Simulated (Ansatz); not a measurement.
`BO[SiH](S)Cl` + `[OH][GaH2]` → `S[SiH](Cl)[O][GaH2]` + `BO`  (ligand exchange at the Si–O bond)

Gas-phase electronic energies from Ansatz, PBE0-D4/def2-TZVP geometries. CBS: MP2 limit from def2 TZ/QZ plus the TZ coupled-cluster correction, frozen cores. This one scheme is used for every species. DFT in def2-TZVPP. B3LYP here is the variant with VWN-RPA as its local correlation; programs differ in this. For Ga outer-core shells are correlated without core-valence functions, which leaves a few kJ/mol of doubt a bond. Scalar relativity is left out up to krypton. One conformer a species, not always the lowest.

**Question.** Is it downhill or uphill in electronic energy at CCSD(T)/CBS, and by how much? (Estimate.)

**Answer.** The calculation gave: Downhill: ΔE = -35.8 kJ/mol.

**Question.** What do these levels give: PBE-D4, r2SCAN-D4, PBE0-D4, ωB97X-V, B2PLYP, PBE, PBE0, B3LYP, MP2/def2-TZVPP, CCSD/def2-TZVPP, SCS-MP2/def2-QZVPP, MP2/CBS(def2)? (Estimate.)

**Answer.** The calculation gave: PBE-D4 -35.8, r2SCAN-D4 -35.4, PBE0-D4 -37.7, ωB97X-V -36.0, B2PLYP -34.8, PBE -33.1, PBE0 -35.2, B3LYP -32.7, MP2/def2-TZVPP -37.8, CCSD/def2-TZVPP -37.4, SCS-MP2/def2-QZVPP -36.2, MP2/CBS(def2) -35.9 kJ/mol.

Largest T1 diagnostic among the species: 0.015.

The D4 term adds −4.5 kJ/mol with B3LYP and −2.5 kJ/mol with PBE0; it sums over pairs of atoms, weighted by their polarisabilities, and B3LYP, whose exchange is more repulsive, gets the larger term.
